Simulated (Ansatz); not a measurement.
Consider the cleavage of the Si–Si bond: `O[SiH2]N[SiH2][SiH3]` + NH₃ → `N[SiH2]N[SiH2]O` + SiH₄.

Program: Ansatz. Geometries: PBE0-D4/def2-TZVP. ΔE: electronic, gas phase. CBS: MP2 limit from def2 TZ/QZ plus the TZ coupled-cluster correction, frozen cores. This one scheme is used for every species. Functionals use def2-TZVPP. B3LYP here is the variant with VWN-RPA as its local correlation; programs differ in this. One conformer a species, not always the lowest.

```csv
level,ΔE (eV)
B3LYP-D4,-0.66
ωB97X-V,-0.66
PBE,-0.52
HF/CBS(def2),-0.93
```

(1) What does CCSD(T)/CBS give? (Best estimate.)

Largest T1 diagnostic among the species: 0.012.

## Answers

(1) Ansatz gave: -0.67 eV. The listed levels differ from it by 0.01, 0.01, 0.15, -0.26 eV.

The D4 term adds +0.07 eV with B3LYP and +0.04 eV with PBE0; it sums over pairs of atoms, weighted by their polarisabilities, and B3LYP, whose exchange is more repulsive, gets the larger term. In def2-TZVPP, CCSD(T) changes the Hartree–Fock value by +0.23 eV (the triples alone add +0.03 eV) and MP2 by +0.16 eV. From PBE to PBE0 (25 % exact exchange), in def2-TZVPP and without D4, ΔE moves by −0.06 eV.
